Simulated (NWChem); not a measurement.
Molecule: C3H3ClF2; SMILES FC(F)/C=C/Cl

```xyz
9

F     -0.9053     2.3048    -0.3599
C     -0.0565     1.5586     0.3848
F      1.1896     1.7232    -0.1102
C     -0.4720     0.1240     0.3440
C      0.3581    -0.8422    -0.0418
Cl    -0.0797    -2.5016    -0.0944
H     -0.0700     1.9673     1.4125
H     -1.4972    -0.0935     0.6557
H      1.3855    -0.6403    -0.3533
```
Atoms are numbered in this order, from 1.

Results from NWChem. Pople sets run with spherical d functions. Coordinates come from a PBE0/def2-SVP optimisation. Level r2SCAN/6-31G*: energy and gradient on several grids; changes count from the extra-fine grid, which is no exact limit either.

```csv
grid,size of the energy change (μHa),largest change of a gradient component (μHa/bohr),"time, medium = 1 (rough)"
xcoarse,5000,7000,about 1
coarse,500,400,about 1
medium,300,70,about 1
fine,20,< 30,about 1
xfine,< 10,< 30,3
```
